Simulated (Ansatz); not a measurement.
# Ligand exchange: Sn(CH3)(SH) + BH2(SH) → Sn(SH)2 + BH2(CH3)

Species: Sn(CH3)(SH), singlet; BH2(SH), singlet; Sn(SH)2, singlet; BH2(CH3), singlet. The partners trade CH3 for SH: Sn–CH3 and B–SH bonds give way to Sn–SH and B–CH3.

Shapes, held fixed at every level: PBE0-D4/def2-TZVP. Flexible molecules stand in one conformer, not always the lowest. Programs: Ansatz 0.2.0. Electronic energies: no zero-point or thermal term.

```json
{"level": "r2SCAN-D4/def2-TZVPP", "kind": "meta-GGA", "ΔE (kJ/mol)": "-35.4", "less CCSD(T)/def2-TZVPP": "-11.0", "CPU time (sum over the molecules)": "17 s"}
{"level": "PBE0-D4/def2-TZVPP", "kind": "global hybrid", "ΔE (kJ/mol)": "-34.2", "less CCSD(T)/def2-TZVPP": "-9.8", "CPU time (sum over the molecules)": "11 s"}
{"level": "wB97M-V/def2-TZVPP", "kind": "range-separated hybrid", "ΔE (kJ/mol)": "-32.0", "less CCSD(T)/def2-TZVPP": "-7.6", "CPU time (sum over the molecules)": "38 s"}
{"level": "wB97X-V/def2-TZVPP", "kind": "range-separated hybrid", "ΔE (kJ/mol)": "-32.2", "less CCSD(T)/def2-TZVPP": "-7.8", "CPU time (sum over the molecules)": "28 s"}
{"level": "MP2/def2-TZVPP", "kind": "perturbation theory", "ΔE (kJ/mol)": "-27.8", "less CCSD(T)/def2-TZVPP": "-3.4", "CPU time (sum over the molecules)": "–"}
{"level": "CCSD/def2-TZVPP", "kind": "coupled cluster or CI", "ΔE (kJ/mol)": "-26.5", "less CCSD(T)/def2-TZVPP": "-2.1", "CPU time (sum over the molecules)": "–"}
{"level": "CCSD(T)/def2-TZVPP", "kind": "coupled cluster or CI", "ΔE (kJ/mol)": "-24.4", "less CCSD(T)/def2-TZVPP": "0.0", "CPU time (sum over the molecules)": "62 s"}
```

The highest level, CCSD(T)/def2-TZVPP, gives ΔE = -24.4 kJ/mol; the levels span -35.4 to -24.4. The column of differences is taken from that level and isn't an error. No measured value is set beside it here. For atoms past krypton def2 sets carry core potentials with scalar relativity. Outer-core shells of Sn are correlated, in sets that cover them unevenly. Times are processor times on shared x86 and Arm servers, and rough.
